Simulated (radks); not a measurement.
Ar+, configuration [Ne] 3s2 3p4 4p1 (not the ground configuration).

Calculated with a radial shooting solver on a logarithmic mesh with Libxc functionals: scalar-relativistic Kohn-Sham, SCAN, spin-polarised, spherical densities, finite nucleus; open shells are filled with parallel spins first; meta-GGA in the generalised Kohn-Sham scheme; Fermi nuclear charge, rms radius 3.4274 fm.

Energy parts (eV):
part                      energy
total                 -14372.180
kinetic                14449.329
electron-nucleus      -33942.426
Hartree                 5946.918
exchange-correlation    -826.001

Orbitals (lengths in bohr, moments of r in powers of bohr):
orbital  occ.  eigenvalue (eV)   <1/r>      <r>
1s up       1        -3160.480   17.69  0.08576
1s down     1        -3159.789   17.69  0.08574
2s up       1        -326.3185   3.574   0.4122
2s down     1        -325.9488   3.570   0.4122
2p up       3        -257.2651   3.462   0.3755
2p down     3        -256.5138   3.459   0.3755
3s up       1         -46.8051   1.039    1.329
3s down     1         -43.3120   1.026    1.347
3p up       3         -30.8601  0.9240    1.464
3p down     1         -27.5498  0.9094    1.491
4p up       1          -6.3551  0.2676    4.739

The highest occupied level is 4p up at -6.355 eV. Spin moment in Bohr magnetons: 3.

Empty levels of this run are not shown, since the potential may be unsettled where no density lies.
